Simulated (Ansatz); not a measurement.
Stepwise reaction of `[CH3][Ga]([CH3])[C]#N` with hydrogen chloride, as a gas-phase model of exchange steps in deposition or etching. ΔE in kJ/mol; ΔG adds harmonic PBE0-D4 terms to CCSD(T)/CBS, at 1 bar.

Gas-phase electronic energies from Ansatz, PBE0-D4/def2-TZVP geometries. CCSD(T)/CBS adds triple-zeta CCSD(T) − MP2 to the extrapolated MP2 energy (def2 sets, frozen cores). This one scheme is used for every species. Functionals use def2-TZVPP. B3LYP here is the variant with VWN-RPA as its local correlation; programs differ in this. For Ga outer-core shells are correlated without core-valence functions, which leaves a few kJ/mol of doubt a bond. Scalar relativity is left out up to krypton.

```csv
step,reaction,PBE-D4,B3LYP-D4,ωB97M-V,CCSD(T)/CBS,ΔG(600 K)
1,`[CH3][Ga]([CH3])[C]#N` + HCl → `[CH3][Ga]([Cl])[C]#N` + CH₄,-130.0,-136.2,-132.1,-128.7,-117.3
2,`[CH3][Ga]([Cl])[C]#N` + HCl → `N#[C][Ga]([Cl])[Cl]` + CH₄,-104.6,-110.2,-107.3,-103.6,-78.4
```

(1) By hand: ΔE of the 2 steps together at CCSD(T)/CBS.

## Answers

(1) (-128.7) + (-103.6) = -232.3 kJ/mol, or -116.1 kJ/mol a step.

In ΔE each step is higher than the one before. All are downhill at CCSD(T)/CBS. ΔG lies between -117.3 and -78.4 kJ/mol a step. PBE-D4 differs from CCSD(T)/CBS by -1.3 to -1.0 kJ/mol a step. Isolated molecules leave out the surface, adducts and barriers. Largest T1 diagnostic: 0.013.
